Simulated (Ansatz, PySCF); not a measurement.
C3H11NSi2, SMILES C=CN(C[SiH3])[SiH3]. Atoms are numbered in the order given.

```xyz
17

C     -1.7272    -1.7603    -0.9173
C     -0.5636    -1.0937    -1.0224
N     -0.2582     0.1575    -0.4931
Si    -1.4995     1.1411     0.2802
C      1.1556     0.5577    -0.4861
Si     2.1258    -0.1856     0.9804
H     -2.5766    -1.3894    -0.3374
H     -1.8537    -2.7133    -1.4315
H      0.2559    -1.5401    -1.5993
H     -2.6583     1.3037    -0.6414
H     -2.0001     0.5424     1.5529
H     -0.8590     2.4524     0.5705
H      1.6280     0.2644    -1.4413
H      1.2290     1.6563    -0.4434
H      2.0629    -1.6738     0.9251
H      1.5023     0.2790     2.2539
H      3.5546     0.2503     0.9430
```

Geometry: B3LYP-D3(BJ)/def2-SVP. This is a generated structure with no PubChem entry under its InChIKey; it may be hypothetical. The values are those of a single conformer.

Two levels are set side by side: PBE-D3(BJ)/def2-SVP (Ansatz, a program for electronic structure) and B3LYP-D3(BJ)/def2-SVP (Ansatz). Each level has its own optimised geometry; the coordinates shown are those of the second. Frequencies come from the Hessian of PySCF at each geometry. Differences are taken from unrounded values.

```json
[
 {"quantity": "mean bond length (Å)", "B3LYP-D3(BJ)": "1.395"},
 {"quantity": "bond C1–C2 (Å)", "B3LYP-D3(BJ)": "1.345"},
 {"quantity": "bond C2–N3 (Å)", "B3LYP-D3(BJ)": "1.392"},
 {"quantity": "bond N3–Si4 (Å)", "B3LYP-D3(BJ)": "1.762"},
 {"quantity": "bond N3–C5 (Å)", "B3LYP-D3(BJ)": "1.469"},
 {"quantity": "bond C5–Si6 (Å)", "B3LYP-D3(BJ)": "1.909"},
 {"quantity": "bond C1–H7 (Å)", "B3LYP-D3(BJ)": "1.093"},
 {"quantity": "bond C1–H8 (Å)", "B3LYP-D3(BJ)": "1.090"},
 {"quantity": "bond C2–H9 (Å)", "B3LYP-D3(BJ)": "1.097"},
 {"quantity": "bond Si4–H10 (Å)", "B3LYP-D3(BJ)": "1.490"},
 {"quantity": "bond Si4–H11 (Å)", "B3LYP-D3(BJ)": "1.493"},
 {"quantity": "bond Si4–H12 (Å)", "B3LYP-D3(BJ)": "1.488"},
 {"quantity": "bond C5–H13 (Å)", "B3LYP-D3(BJ)": "1.105"},
 {"quantity": "bond C5–H14 (Å)", "B3LYP-D3(BJ)": "1.102"},
 {"quantity": "bond Si6–H15 (Å)", "B3LYP-D3(BJ)": "1.491"},
 {"quantity": "bond Si6–H16 (Å)", "B3LYP-D3(BJ)": "1.492"},
 {"quantity": "bond Si6–H17 (Å)", "B3LYP-D3(BJ)": "1.494"},
 {"quantity": "highest harmonic wavenumber (cm⁻¹)", "B3LYP-D3(BJ)": "3252"},
 {"quantity": "mean harmonic wavenumber (cm⁻¹)", "B3LYP-D3(BJ)": "1236"},
 {"quantity": "zero-point energy (kcal/mol)", "B3LYP-D3(BJ)": "79.53"}
]
```

Question: What does PBE-D3(BJ) give, and how far is it from B3LYP-D3(BJ)? (The exact figures need the calculation; the answer reports its results.)

Answer: 
```
quantity                            PBE-D3(BJ)  PBE-D3(BJ) minus B3LYP-D3(BJ)
----------------------------------  ----------  -----------------------------
mean bond length (Å)                     1.404                          0.010
bond C1–C2 (Å)                           1.355                          0.009
bond C2–N3 (Å)                           1.395                          0.002
bond N3–Si4 (Å)                          1.774                          0.012
bond N3–C5 (Å)                           1.469                         -0.001
bond C5–Si6 (Å)                          1.919                          0.010
bond C1–H7 (Å)                           1.102                          0.008
bond C1–H8 (Å)                           1.098                          0.007
bond C2–H9 (Å)                           1.106                          0.009
bond Si4–H10 (Å)                         1.503                          0.013
bond Si4–H11 (Å)                         1.507                          0.014
bond Si4–H12 (Å)                         1.501                          0.013
bond C5–H13 (Å)                          1.114                          0.008
bond C5–H14 (Å)                          1.110                          0.008
bond Si6–H15 (Å)                         1.504                          0.013
bond Si6–H16 (Å)                         1.505                          0.013
bond Si6–H17 (Å)                         1.507                          0.013
highest harmonic wavenumber (cm⁻¹)        3194                            -58
mean harmonic wavenumber (cm⁻¹)           1198                            -38
zero-point energy (kcal/mol)             77.08                          -2.45
```

Exact exchange shortens and stiffens bonds; PBE has none. Differences between two approximate levels are no errors against the true value.
